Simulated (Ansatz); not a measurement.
Species: CH6Si2, SMILES `C=[SiH][SiH3]` (charge 0, multiplicity 1), formula CH$_{6}$Si$_{2}$.

**Question.** How many basis functions does frozen-core CCSD(T)/cc-pVQZ // B3LYP-D3(BJ)/def2-TZVP (Ansatz, a quantum-chemistry and plane-wave program) use, how many core orbitals are frozen, and how many electrons are correlated?

**Answer.** 353 basis functions and 11 frozen orbitals, which leaves 18 correlated electrons. Core time is of the order of hours.
